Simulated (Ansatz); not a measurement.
Species: sum formula BNH, net charge 0, doublet state. It need not be the lowest isomer of its formula. 
Structure (B3LYP-D3(BJ)/def2-TZVP (Ansatz, an electronic-structure program) minimum search):
```
B
N 1 1.3055
H 1 1.1689 2 180.00
```
Charge 0, spin multiplicity 2.

Basis-set convergence of Hartree-Fock and CCSD correlation energies (hartree) with Ansatz. Valence correlation only, unless marked. Open shells are spin-unrestricted. No spin-orbit coupling. Non-relativistic.

| basis | functions | E(HF) | E(corr, CCSD) |
|---|---|---|---|
| cc-pVDZ | 33 | -79.64054 | -0.22427 |
| cc-pVTZ | 74 | -79.66037 | -0.26944 |
| cc-pVQZ | 140 | -79.66593 | -0.28435 |

Extrapolating the two largest sets (X = 3 and 4) as X^-3: E(corr) = (64·(-0.28435) - 27·(-0.26944))/37 = -0.2952 Eh, an estimate of the basis-set limit. The largest set recovers 96.3 % of it, the smallest 76.0 %.
